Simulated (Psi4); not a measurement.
Psi4 input (wB97X-D/6-31G*):

```
memory 1500 MB

molecule {
0 1
P    -1.02027206   -0.47127800   -0.05348212
P     1.02027508    0.47110689    0.05491295
H    -1.51764144    0.25666815    1.06041507
H    -1.51478581    0.48948324   -0.97567300
H     1.52191029   -0.49872576    0.96366793
H     1.51047169   -0.24485897   -1.06987245
symmetry c1
no_reorient
no_com
}

set {
  basis 6-31G*
  reference rks
  scf_type pk
  dft_radial_points 99
  dft_spherical_points 590
  e_convergence 1e-8
  d_convergence 1e-7
  maxiter 150
}

e = energy('wb97x-d')
print_out(f'\nFINAL {e:.10f} DIPOLE {variable("CURRENT DIPOLE")[0]:.6f} {variable("CURRENT DIPOLE")[1]:.6f} {variable("CURRENT DIPOLE")[2]:.6f}\n')
```

Task: Predict the final energy.

Result: -685.04828 Eh.
